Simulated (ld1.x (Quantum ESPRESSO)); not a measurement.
## magnesium: excitation energies, all-electron against TM

Mg, norm-conserving Troullier–Martins (Kleinman–Bylander form), made with ld1.x (Quantum ESPRESSO) 7.5 (PBE, scalar-relativistic). Core [Ne], reference 3s1.5 3p0.5. Waves: 3p (bound): rc 3.30 bohr; 3s (bound): rc 2.15 bohr. Local part: the s channel. Core correction: none.

Energies are relative to the spin-unpolarised reference configuration 3s1.5 3p0.5; without spin polarisation the order of configurations can differ from experiment.

Problem. Give the all-electron excitation energy and the error of the potential for: 3s2 3p0; 3s1 3p0; 3s1.5 3p0; 3s1 3p1; 3s0 3p2; 3s0 3p1.

Solution.

```csv
valence configuration,charge,ΔE all-electron (eV),error AE − PS (meV)
3s2 3p0,0,-1.717,+2.8
3s1 3p0,+1,6.243,+0.6
3s1.5 3p0,+0.5,1.427,-1.0
3s1 3p1,0,1.774,+4.2
3s0 3p2,0,5.466,+53
3s0 3p1,+1,10.611,+110
```
